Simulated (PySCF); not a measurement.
Compounds:
1. `COC(=O)[C@H](C)O`, C4H8O3
2. SMILES C=C[C@H]1CCC(F)=CO1, C7H9FO
3. `CO[C@H](F)C(C)(C)C`, C6H13FO
4. `C[SiH2]N([SiH3])[SiH3]`, CH11NSi3
5. SMILES CC(C)(C)[P@H](=O)P, C4H12OP2
6. `O=C([SiH2]O)C(F)(F)F`, C2H3F3O2Si
7. `O=C1OCCC(F)(F)O1`, C4H4F2O3
8. `InChI=1S/CH4ClFSi/c1-4(2)3/h4H,1H3/t4-/m1/s1`

PySCF 2.14.0 with density-fitted response routines calculation with geometry: GFN2-xTB and PBE0/pcSseg-1 with gauge-including orbitals; non-relativistic, averaged over atoms made equivalent by symmetry, fast rotation or ring inversion, a single conformation, gas phase.

δ = σ(ref) − σ, references computed at the same level: 1H, 13C vs TMS. Shifts are as computed. Against solution values, carbons near 30 ppm lie about +3 ppm off and those near 130 ppm about +5 ppm. Of 1211 compounds with measured shifts, 218 miss one by over three times the rms of a fit or turn the order of signals round; such compounds aren't used in these exercises. OH and NH positions are gas-phase values without hydrogen bonding to other molecules.

Q: Which show a 13C signal between 100 and 160 ppm?

A: 2 (155.5, 147.2, 136.0, 120.9: β carbon of an enol-ether or enamine type C=C, alkene CH, alkene carbon bearing oxygen, terminal =CH2 carbon); 3 (123.2: sp3 CH bonded to F and O); 6 (124.8: CF3 carbon); 7 (146.4, 129.1: carbonate carbon, fully substituted sp3 carbon bonded to 2 F and O).

Q: Which show a 13C signal below 10 ppm?

A: 4 (-3.6: methyl carbon bonded to Si); 8 (4.6: methyl carbon bonded to Si).

Q: Which give exactly 7 13C signals?

A: 2 (δ 155.5, 147.2, 136.0, 120.9, 78.0, 32.0, 23.3).
